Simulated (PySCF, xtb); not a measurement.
Si(OH)3(SeH) (H₄O₃SeSi), SMILES O[Si](O)(O)[SeH].

GFN2-xTB run with xtb at its own geometry gives an orbital gap of 4.82 eV and a dipole moment of 2.29 D.

Geometry optimised at PBE0-D3(BJ)/def2-SVP. The values are those of a single conformer.

Task: What does PySCF with PBE/def2-TZVP give? (An estimate is asked for; the answer gives what the named calculation found.)

Result: gap 5.22 eV (levels -5.96 and -0.74 eV), dipole 1.83 D.
